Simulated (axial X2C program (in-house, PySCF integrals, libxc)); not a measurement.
How the levels of EuSe (f6 s1 orbitals) move with the bond length

Calculated with an axial X2C code built on PySCF integrals: two-component X2C with atomic mean-field Coulomb and Gaunt terms, basis Eu dyall-v3z, Se dyall-v3z (cores contracted in-house). Orbitals come from Hartree–Fock averaged over the configuration Eu f6 s1; CI then distributes these electrons over the f, s shells of Eu.

At R = 2.466 Å:

```json
{"Ω": "1/2", "energy (cm⁻¹)": "0", "g∥": "2.25", "μ (D)": "-7.66", "configuration": "100% f6 s1"}
{"Ω": "3/2", "energy (cm⁻¹)": "254", "g∥": "6.20", "μ (D)": "-7.66", "configuration": "100% f6 s1"}
{"Ω": "5/2", "energy (cm⁻¹)": "824", "g∥": "9.54", "μ (D)": "-7.67", "configuration": "100% f6 s1"}
{"Ω": "1/2", "energy (cm⁻¹)": "904", "g∥": "2.93", "μ (D)": "-7.63", "configuration": "100% f6 s1"}
{"Ω": "3/2", "energy (cm⁻¹)": "1264", "g∥": "6.05", "μ (D)": "-7.64", "configuration": "100% f6 s1"}
{"Ω": "1/2", "energy (cm⁻¹)": "1609", "g∥": "2.85", "μ (D)": "-7.63", "configuration": "100% f6 s1"}
{"Ω": "7/2", "energy (cm⁻¹)": "1717", "g∥": "12.48", "μ (D)": "-7.66", "configuration": "100% f6 s1"}
{"Ω": "5/2", "energy (cm⁻¹)": "1965", "g∥": "8.86", "μ (D)": "-7.64", "configuration": "100% f6 s1"}
{"Ω": "3/2", "energy (cm⁻¹)": "2182", "g∥": "5.30", "μ (D)": "-7.64", "configuration": "100% f6 s1"}
{"Ω": "1/2", "energy (cm⁻¹)": "2266", "g∥": "1.79", "μ (D)": "-7.66", "configuration": "100% f6 s1"}
{"Ω": "3/2", "energy (cm⁻¹)": "2770", "g∥": "5.34", "μ (D)": "-7.67", "configuration": "100% f6 s1"}
{"Ω": "9/2", "energy (cm⁻¹)": "2923", "g∥": "15.11", "μ (D)": "-7.64", "configuration": "100% f6 s1"}
{"Ω": "7/2", "energy (cm⁻¹)": "2962", "g∥": "11.48", "μ (D)": "-7.65", "configuration": "100% f6 s1"}
{"Ω": "5/2", "energy (cm⁻¹)": "3020", "g∥": "7.99", "μ (D)": "-7.65", "configuration": "100% f6 s1"}
```

g∥ is the magnitude of 2⟨Lz + ge Sz⟩ for the +Ω component. μ is positive if the Se end is positive. The lowest 14 levels at most are listed.

At R = 2.293 Å:

```
  Ω  energy (cm⁻¹)     g∥  μ (D)  configuration
1/2              0   2.26  -6.48     100% f6 s1
3/2            256   6.18  -6.48     100% f6 s1
5/2            821   9.55  -6.49     100% f6 s1
1/2            890   3.09  -6.45     100% f6 s1
3/2           1276   5.98  -6.45     100% f6 s1
1/2           1558   2.70  -6.45     100% f6 s1
7/2           1712  12.52  -6.49     100% f6 s1
5/2           1966   8.80  -6.46     100% f6 s1
3/2           2172   5.17  -6.46     100% f6 s1
1/2           2280   1.75  -6.45     100% f6 s1
3/2           2785   5.36  -6.49     100% f6 s1
9/2           2931  15.10  -6.46     100% f6 s1
7/2           2946  11.41  -6.48     100% f6 s1
5/2           2992   7.94  -6.47     100% f6 s1
```

The lowest level lies 3040 cm⁻¹ above the lowest at the first distance.

(1) How does the gap from the lowest to the fifth level change between the two distances?

Dynamic correlation is missing, so gaps between terms are too wide and other configurations may lie lower; the lowest level listed is that of this model, not necessarily the ground state. At most 4 roots were kept for each Ω > 0 (twice that for Ω = 0) within 2.2 eV of the lowest, so higher up levels can be missing between those listed; levels with Ω > 0 are doubly degenerate and listed once, Ω = 0 levels singly.

## Answers

(1) From 1264 to 1276 cm⁻¹, a factor of 1.01.
